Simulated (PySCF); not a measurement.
## Ionisation energy of N(2+) by level of theory

N(2+) [He] 2s2 2p1 (2P) → N(3+) [He] 2s2 (1S), as a difference of total energies. Calculation: PySCF 2.14, in def2-TZVPPD (6s3p3d1f, 37 functions); no relativity, point nucleus. Correlated levels: valence: 1s2 frozen. The calculations carry no spin-orbit coupling.

| method | ionisation energy (eV) | plus first-order spin-orbit estimate | difference from reference of that sum (eV) |
| --- | --- | --- | --- |
| UHF | 47.297 | 47.311 | -0.134 |
| MP2 (valence) | 47.466 | 47.480 | +0.035 |
| SCS-MP2 (valence) | 47.418 | 47.433 | -0.012 |
| CCSD (valence) | 47.213 | 47.228 | -0.217 |
| CCSD(T) (valence) | 47.241 | 47.256 | -0.189 |
| CCSDT (valence) | 47.248 | 47.262 | -0.183 |

Reference: 47.445 eV (semi-empirical (NIST evaluation); NIST Atomic Spectra Database, ionization energies).

A first-order spin-orbit estimate (lowest level to lowest level, LS coupling) adds 0.015 eV.

Errors of the correlated levels include the incompleteness of this basis and the frozen core.

The coupled-cluster amplitudes are large for N(3+) (T1 above 0.03 or a double amplitude above 0.15), so a single reference is strained.
